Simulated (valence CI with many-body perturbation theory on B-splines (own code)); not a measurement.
# Energy levels of Zr XXXIV

Computed by configuration interaction combined with many-body perturbation theory (CI+MBPT): five valence electrons over a frozen Dirac-Fock core [He], a basis of 11 s, 11 p, 10 d, 8 f, 5 g, 2 h functions for each j, with the one-electron correlation potential Σ1, the two-electron term Σ2, the three-electron term Σ3, Breit, model QED; selected CI, second order for the rest, scaled by the run's own slope (own B-spline code, finite nucleus).

No measured spectrum was set against this ion. As an estimate, large intervals hold to a few tenths of a per cent, small ones and those within an open d or f shell to about a per cent. Among the levels kept, up to 10000 cm⁻¹ of a level comes from second order outside the variational space, and about a tenth of that is noise between levels of different J, which matters for small intervals.

Levels 91 to 135 of 204, with energies above the lowest level, (2s^2 2p1/2^2 2p3/2) J=3/2. "Leading %" is the weight of the configuration and term that name the level; weights of strongly mixed levels are sums over their largest components and can fall short. In the jj column 3d3/2^4 stands for four electrons in 3d with j = 3/2.

```
No.  Configuration  Term    J  E (eV)  Leading %  Second component                     Leading jj
 91        2s2p³3p    ⁴D  3/2  2706.5         26  20 % 2s²2p²3d ²P  2s 2p1/2^2 2p3/2 3p3/2 (49 %)
 92       2s²2p²3d    ²P  3/2  2708.7         29   22 % 2s2p³3p ⁴D      2s^2 2p3/2^2 3d5/2 (42 %)
 93        2s2p³3p    ²P  3/2  2711.1         24   15 % 2s2p³3p ⁴P  2s 2p1/2 2p3/2^2 3p1/2 (48 %)
 94       2s²2p²3d    ²D  5/2  2711.1         62  23 % 2s²2p²3d ²F      2s^2 2p3/2^2 3d5/2 (86 %)
 95        2s2p³3p    ⁴P  1/2  2712.0         50   20 % 2s2p³3p ²P  2s 2p1/2^2 2p3/2 3p3/2 (82 %)
 96        2s2p³3s   ⁴P°  1/2  2713.1         83   9 % 2s2p³3s ²P°     2s 2p1/2 2p3/2^2 3s (97 %)
 97        2s2p³3p    ⁴D  5/2  2717.5         24   20 % 2s2p³3p ⁴F  2s 2p1/2 2p3/2^2 3p1/2 (82 %)
 98        2s2p³3d   ⁴D°  5/2  2720.5         49  18 % 2s2p³3d ²D°  2s 2p1/2^2 2p3/2 3d5/2 (78 %)
 99        2s2p³3s   ⁴P°  3/2  2721.4         28  14 % 2s2p³3d ⁴D°     2s 2p1/2 2p3/2^2 3s (64 %)
100        2s2p³3d   ⁴D°  3/2  2724.0         31  10 % 2s2p³3s ⁴P°  2s 2p1/2^2 2p3/2 3d5/2 (51 %)
101       2s²2p²3d    ²D  3/2  2725.1         84   5 % 2s²2p²3d ⁴F      2s^2 2p3/2^2 3d3/2 (84 %)
102        2s2p³3s   ²P°  1/2  2726.3         34  32 % 2s2p³3s ²S°     2s 2p1/2 2p3/2^2 3s (87 %)
103       2s²2p²3d    ²D  5/2  2726.6         67  13 % 2s²2p²3d ²F      2s^2 2p3/2^2 3d5/2 (91 %)
104        2s2p³3d   ⁴D°  7/2  2728.5         52  25 % 2s2p³3d ²F°  2s 2p1/2^2 2p3/2 3d5/2 (52 %)
105        2s2p³3s   ²D°  5/2  2732.2         67  14 % 2s2p³3s ⁴D°     2s 2p1/2 2p3/2^2 3s (84 %)
106        2s2p³3d   ⁴D°  1/2  2732.7         68  18 % 2s2p³3d ²P°  2s 2p1/2^2 2p3/2 3d5/2 (75 %)
107        2s2p³3s   ²D°  3/2  2733.3         74   9 % 2s2p³3s ²P°     2s 2p1/2 2p3/2^2 3s (87 %)
108        2s2p³3p    ⁴F  7/2  2733.4         59   16 % 2s2p³3p ⁴D  2s 2p1/2 2p3/2^2 3p1/2 (81 %)
109        2s2p³3p    ⁴D  5/2  2736.7         36   18 % 2s2p³3p ²F  2s 2p1/2 2p3/2^2 3p3/2 (84 %)
110        2s2p³3p    ²F  7/2  2737.5         34   22 % 2s2p³3p ⁴D  2s 2p1/2 2p3/2^2 3p3/2 (71 %)
111        2s2p³3s   ⁴S°  3/2  2737.8         37  34 % 2s2p³3s ²P°     2s 2p1/2 2p3/2^2 3s (89 %)
112        2s2p³3p    ⁴P  1/2  2742.6         45   30 % 2s2p³3p ²P  2s 2p1/2 2p3/2^2 3p3/2 (82 %)
113        2s2p³3s   ²P°  1/2  2745.3         68  25 % 2s2p³3s ²S°     2s 2p1/2 2p3/2^2 3s (92 %)
114        2s2p³3p    ⁴P  5/2  2748.5         67   21 % 2s2p³3p ²D  2s 2p1/2 2p3/2^2 3p1/2 (92 %)
115        2s2p³3d   ⁴G°  5/2  2751.7         40  15 % 2s2p³3d ²F°  2s 2p1/2^2 2p3/2 3d3/2 (90 %)
116        2s2p³3d   ⁴F°  3/2  2752.8         35  14 % 2s2p³3d ²D°  2s 2p1/2^2 2p3/2 3d3/2 (76 %)
117        2s2p³3p    ⁴P  3/2  2753.8         41   23 % 2s2p³3p ²D  2s 2p1/2 2p3/2^2 3p3/2 (84 %)
118        2s2p³3d   ⁴D°  1/2  2757.5         48  29 % 2s2p³3d ²P°  2s 2p1/2^2 2p3/2 3d3/2 (89 %)
119        2s2p³3p    ⁴F  9/2  2758.1         99                    2s 2p1/2 2p3/2^2 3p3/2 (99 %)
120        2s2p³3p    ⁴D  7/2  2758.9         58   40 % 2s2p³3p ²F  2s 2p1/2 2p3/2^2 3p3/2 (98 %)
121        2s2p³3p    ⁴D  1/2  2758.9         66   24 % 2s2p³3p ²P  2s 2p1/2 2p3/2^2 3p1/2 (94 %)
122        2s2p³3d   ⁴G°  7/2  2760.4         23  17 % 2s2p³3d ²G°  2s 2p1/2^2 2p3/2 3d5/2 (88 %)
123        2s2p³3p    ²P  3/2  2762.3         57   14 % 2s2p³3p ⁴P  2s 2p1/2 2p3/2^2 3p3/2 (80 %)
124        2s2p³3d   ⁴F°  5/2  2765.8         25  12 % 2s2p³3d ²D°  2s 2p1/2^2 2p3/2 3d5/2 (84 %)
125        2s2p³3p    ⁴D  3/2  2768.0         29   19 % 2s2p³3p ⁴F  2s 2p1/2 2p3/2^2 3p1/2 (78 %)
126        2s2p³3p    ⁴P  1/2  2769.0         55   18 % 2s2p³3p ²P  2s 2p1/2 2p3/2^2 3p1/2 (90 %)
127        2s2p³3d   ⁴D°  3/2  2769.1         30  20 % 2s2p³3d ⁴P°  2s 2p1/2^2 2p3/2 3d5/2 (84 %)
128        2s2p³3p    ²F  5/2  2774.1         40   14 % 2s2p³3p ²D  2s 2p1/2 2p3/2^2 3p1/2 (46 %)
129        2s2p³3p    ²D  5/2  2776.0         62   15 % 2s2p³3p ²F  2s 2p1/2 2p3/2^2 3p3/2 (56 %)
130        2s2p³3p    ²P  3/2  2780.1         39   18 % 2s2p³3p ⁴D  2s 2p1/2 2p3/2^2 3p1/2 (83 %)
131        2s2p³3d   ⁴D°  3/2  2787.0         32  22 % 2s2p³3d ⁶D°  2s 2p1/2 2p3/2^2 3d3/2 (83 %)
132        2s2p³3p    ⁴P  3/2  2787.4         34   20 % 2s2p³3p ⁴S  2s 2p1/2 2p3/2^2 3p3/2 (97 %)
133        2s2p³3d   ⁴F°  5/2  2787.5         33  22 % 2s2p³3d ⁶D°  2s 2p1/2 2p3/2^2 3d3/2 (75 %)
134        2s2p³3d   ⁴D°  1/2  2788.7         28  23 % 2s2p³3d ⁶D°  2s 2p1/2 2p3/2^2 3d3/2 (80 %)
135        2s2p³3d   ⁴F°  7/2  2789.5         40  25 % 2s2p³3d ⁶D°  2s 2p1/2 2p3/2^2 3d5/2 (58 %)
```
